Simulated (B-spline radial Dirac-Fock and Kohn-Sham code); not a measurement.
Magnetic form factor of the 3d shell of Tc¹⁸⁺

System: Tc¹⁸⁺, configuration 1s2 2s2 2p6 3s2 3p6 3d7.

These are calculated numbers from a radial atomic solver; the model is configuration-average Dirac-Fock orbitals. ⟨j_K⟩ is the integral of the 3d radial density with the spherical Bessel function j_K(4πsr), s = sin θ/λ.

```
s (Å⁻¹)    ⟨j0⟩    ⟨j2⟩    ⟨j4⟩
      0  1.0000  0.0000  0.0000
   0.05  0.9971  0.0012  0.0000
    0.1  0.9884  0.0046  0.0000
   0.15  0.9741  0.0103  0.0000
    0.2  0.9544  0.0181  0.0001
   0.25  0.9297  0.0277  0.0003
    0.3  0.9004  0.0389  0.0007
   0.35  0.8671  0.0514  0.0012
    0.4  0.8303  0.0650  0.0021
   0.45  0.7905  0.0794  0.0032
    0.5  0.7484  0.0941  0.0046
    0.6  0.6596  0.1236  0.0088
    0.7  0.5685  0.1512  0.0146
    0.8  0.4791  0.1751  0.0222
    0.9  0.3947  0.1942  0.0311
      1  0.3176  0.2077  0.0411
    1.1  0.2491  0.2156  0.0516
    1.2  0.1898  0.2181  0.0622
    1.4  0.0986  0.2098  0.0815
    1.6  0.0390  0.1890  0.0962
```

Radial moments of the shell: ⟨r²⟩ = 0.1586, ⟨r⁴⟩ = 0.04468, ⟨r⁶⟩ = 0.01980 in powers of bohr.
